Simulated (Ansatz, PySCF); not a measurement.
WO2Cl, SMILES [O]=[W](=[O])[Cl] (connectivity only; charge and spin as stated), neutral, multiplicity 2. Atoms are numbered in the order given.

```xyz
4

W      0.2044    -0.2076     0.0000
O      1.1359     0.0819    -1.4066
O      1.1359     0.0819     1.4066
Cl    -2.0831     0.0624     0.0000
```
Charge 0, spin multiplicity 2.

The structure is a stationary point at B3LYP-D3(BJ)/def2-SVP. The multiplicity is an assumed one; other spin states were not compared. The isomer is the one that the SMILES or the coordinates give; other isomers of the formula were not compared. The def2 effective core potentials stand for the cores of W; spin–orbit coupling is left out.

Two levels are set side by side: PBE-D3(BJ)/def2-SVP (Ansatz, a program for electronic structure) and B3LYP-D3(BJ)/def2-SVP (Ansatz). Each level has its own optimised geometry; the coordinates shown are those of the second. Frequencies come from the Hessian of PySCF at each geometry. Differences are taken from unrounded values.

```json
[
 {"quantity": "mean bond length (Å)", "B3LYP-D3(BJ)": "1.909"},
 {"quantity": "bond W1–O2 (Å)", "B3LYP-D3(BJ)": "1.712"},
 {"quantity": "bond W1–O3 (Å)", "B3LYP-D3(BJ)": "1.712"},
 {"quantity": "bond W1–Cl4 (Å)", "B3LYP-D3(BJ)": "2.303"},
 {"quantity": "highest harmonic wavenumber (cm⁻¹)", "B3LYP-D3(BJ)": "1030"},
 {"quantity": "mean harmonic wavenumber (cm⁻¹)", "B3LYP-D3(BJ)": "496"},
 {"quantity": "zero-point energy (kcal/mol)", "B3LYP-D3(BJ)": "4.26"}
]
```

What does PBE-D3(BJ) give, and how far is it from B3LYP-D3(BJ)? (The exact figures need the calculation; the answer reports its results.)


```tsv
quantity	PBE-D3(BJ)	PBE-D3(BJ) minus B3LYP-D3(BJ)
mean bond length (Å)	1.912	0.003
bond W1–O2 (Å)	1.719	0.007
bond W1–O3 (Å)	1.719	0.007
bond W1–Cl4 (Å)	2.298	-0.006
highest harmonic wavenumber (cm⁻¹)	997	-33
mean harmonic wavenumber (cm⁻¹)	488	-8
zero-point energy (kcal/mol)	4.19	-0.07
```
